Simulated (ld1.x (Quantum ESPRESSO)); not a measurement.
# S (Z = 16), ultrasoft: configuration errors across variants

ld1.x (Quantum ESPRESSO) 7.5 input, shortened:

```
&input
   title='S', zed=16., rel=1, dft='PZ', iswitch=3,
   config='[Ne] 3s1.75 3p4.25 3d-2'
 /
 &inputp
   pseudotype=3, tm=.true., lloc=-1, rcloc=1.05,
   nlcc=.false.,
   which_augfun='PSQ', rmatch_augfun=1.05
 /
6
3S  1  0   1.75   0.00  1.25  1.60  0.0
3S  1  0   0.00  -0.70  1.25  1.60  0.0
3P  2  1   4.25   0.00  0.95  1.20  0.0
3P  2  1   0.00   2.65  0.95  1.20  0.0
3D  3  2  -2.00   0.05  1.75  1.85  0.0
3D  3  2  -2.00   1.10  1.75  1.85  0.0
 &test
   configts(1)='3s1.75 3p4.25'
 /
```

All-electron excitation energies from the reference (eV): (1) 3s2 3p4 -2.547; (2) 3s2 3p3 9.315; (3) 3s2 3p2 31.689; (4) 3s2 3p1 65.846; (5) 3s0 3p6 18.059; (6) 3s2 3p4.3 -4.288; (7) 3s1 3p5 7.692; (8) 3s1.75 3p4.25 spin -0.738; (9) 3s2 3p4 spin -3.253.

Spin tests fill each open shell by Hund’s rule, majority spin first.

Errors AE − PS in meV (a dash: test not solved or not reliable):

| change | (1) | (2) | (3) | (4) | (5) | (6) | (7) | (8) | (9) | bound ghosts |
| --- | --- | --- | --- | --- | --- | --- | --- | --- | --- | --- |
| base | +0.3 | +0.9 | +12 | +58 | +8.1 | +0.5 | +1.3 | +90 | +77 | none |
| core correction a·sin(br)/r model core inside 0.70 bohr | +0.1 | 0.0 | +0.5 | -0.5 | +2.2 | +0.3 | +0.2 | +3.9 | +3.3 | none |
| core correction a·sin(br)/r model core inside 0.94 bohr | +0.1 | +0.1 | +2.5 | +8.9 | +2.4 | +0.3 | +0.3 | +20 | +17 | none |
| core correction a·sin(br)/r model core inside 1.06 bohr | +0.1 | +0.3 | +4.4 | +17 | +3.3 | +0.3 | +0.6 | +33 | +29 | none |
| core correction a·sin(br)/r model core inside 1.22 bohr | +0.2 | +0.4 | +6.4 | +29 | +4.5 | +0.4 | +0.6 | +53 | +46 | none |
| core correction a·sin(br)/r model core inside 1.42 bohr | +0.2 | +0.6 | +9.0 | +43 | +6.5 | +0.5 | +1.0 | +74 | +63 | none |

(1) Give the same row for: core correction a·sin(br)/r model core inside 0.56 bohr.

Results:

(1) +0.1, -0.1, -0.1, -3.2, +2.1, +0.3, +0.2, -0.8, -0.9; bound ghosts: none.
